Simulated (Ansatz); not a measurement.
`O=C[SiH]([SiH3])[SiH3]`, relaxed with RKS PBE0-D4/def2-TZVP in the Gaussian-basis code of Ansatz from a PBE-D4/def2-SVP geometry. The force threshold is 0.005 eV/Å; the program also tests the step.

Total charge 0; spin multiplicity 1.

Start:

```xyz
13

O    -0.097    0.413   -2.600
C     0.381   -0.500   -1.950
Si   -0.062   -0.724   -0.061
Si    1.743    0.131    1.190
Si   -2.001    0.567    0.247
H     1.115   -1.226   -2.428
H    -0.227   -2.190    0.263
H     3.009   -0.626    0.887
H     1.451    0.021    2.663
H     1.941    1.580    0.835
H    -3.052    0.172   -0.754
H    -1.658    2.020    0.073
H    -2.543    0.361    1.636
```

(1) By how much does the energy fall, and how many steps does the optimiser take? (Estimate.)

(2) Which bonds change most? (Best estimate.)

(3) Give the relaxed structure. (Best estimate.)

## Answers

(1) Ansatz gave: 4.93 kJ/mol, in 17 steps, 3 of them rejected.

(2) Ansatz gave: C2–Si3 from 1.953 to 1.931 Å; C2–H6 from 1.138 to 1.116 Å; Si4–H10 from 1.505 to 1.486 Å; Si4–H9 from 1.506 to 1.487 Å.

(3) Computed: 
```xyz
13

O     0.145    0.454   -2.607
C     0.428   -0.513   -1.947
Si   -0.071   -0.674   -0.088
Si    1.726    0.148    1.171
Si   -2.020    0.567    0.269
H     1.018   -1.340   -2.410
H    -0.250   -2.123    0.219
H     2.972   -0.598    0.847
H     1.435   -0.005    2.621
H     1.925    1.587    0.861
H    -3.086    0.137   -0.674
H    -1.734    2.011    0.076
H    -2.487    0.348    1.664
```
